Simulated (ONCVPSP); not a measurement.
B (Z = 5): from the effect back to the setting (ONCV)

Base potential:

```json
{
 "Element": "B (Z = 5)",
 "Generator": "ONCVPSP 4.0.1",
 "Type": "optimised norm-conserving Vanderbilt (ONCV)",
 "Functional": "PBEsol",
 "Relativity": "scalar-relativistic",
 "Frozen core": "[He]",
 "Valence charge": "3",
 "Reference configuration": "2s2 2p1",
 "Partial waves": "2s: rc 1.40 bohr, ncon 4, nbas 8, qcut 4.2 1/bohr, 2 projectors, debl 0.9 Ha; 2p: rc 4.00 bohr, ncon 5, nbas 8, qcut 3 1/bohr, 1 projector; d scattering state at 0.09 Ha: rc 3.10 bohr, ncon 4, nbas 7, qcut 3.1 1/bohr, 3 projectors, debl 0.6 Ha",
 "Local potential": "polynomial inside 1.00 bohr (lpopt 5, dvloc0 6 Ha)",
 "Core correction": "polynomial model core, fcfact 0.6"
}
```

Cutoffs, loose and tight: the cutoffs (Ha) at which the residual kinetic energy of the hardest occupied pseudo-wave falls to 1 and 0.1 mHa per electron. They do not see the model core or the augmentation charge, which bear on the density cutoff. Test errors are all-electron minus pseudo excitation energies from the reference, over the configurations 2s2 2p0; 2s1 2p0; 2s2 2p0.5; 2s1 2p2; variants that change the core or the reference have their own tests.

Only the scale of all radii but the core radius (base = 1) is moved:

```csv
scale of all radii but the core radius (base = 1),"cutoff, loose","cutoff, tight",bound ghosts,largest test error (meV),median size of the test errors
0.77,12 Ha,50 Ha,none,+376,75.1 meV
0.88,19 Ha,90 Ha,none,+517,108.6 meV
1.1,9.7 Ha,61 Ha,none,+833,189.8 meV
1.15,9.0 Ha,54 Ha,none,+917,210.8 meV
1.24,7.7 Ha,30 Ha,none,+1072,252.9 meV
1.3,7.2 Ha,22 Ha,none,+1200,287.2 meV
```

**Question.** One more run gave cutoff, loose: 17 Ha; cutoff, tight: 81 Ha; bound ghosts: none; largest test error (meV): +618; median size of the test errors: 134.0 meV. Which value of the scale of all radii but the core radius (base = 1) was used?

**Answer.** 0.96. The median size of the test errors moves one way along this sweep, from 75.1 meV at 0.77 to 287.2 meV at 1.3, which places the run between 0.88 and 1.1.
